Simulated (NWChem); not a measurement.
# C2H3BFNO; SMILES OB(F)CC#N

```xyz
9

N      0.2817     2.5642     0.0000
C     -0.3342     1.5830     0.0000
C     -0.9917     0.2920     0.0000
B      0.0608    -0.9059     0.0000
O      1.3892    -0.7475     0.0000
F     -0.4238    -2.1396     0.0000
H     -1.6471     0.1957     0.8820
H     -1.6471     0.1957    -0.8820
H      1.6744     0.1749     0.0000
```
Atoms are numbered in this order, from 1.

Program: NWChem. Geometry: optimised at PBE0/def2-SVP. B3LYP is NWChem's, with the RPA form of VWN correlation.

Task: Order these by “orbital gap (eV)”, lowest first: LDA (Slater exchange, VWN5)/def2-TZVP; CAM-B3LYP/def2-TZVP; PBE0/def2-TZVP; Hartree-Fock/def2-TZVP.

Result: LDA (Slater exchange, VWN5)/def2-TZVP (7.13), PBE0/def2-TZVP (9.65), CAM-B3LYP/def2-TZVP (11.85), Hartree-Fock/def2-TZVP (15.30)
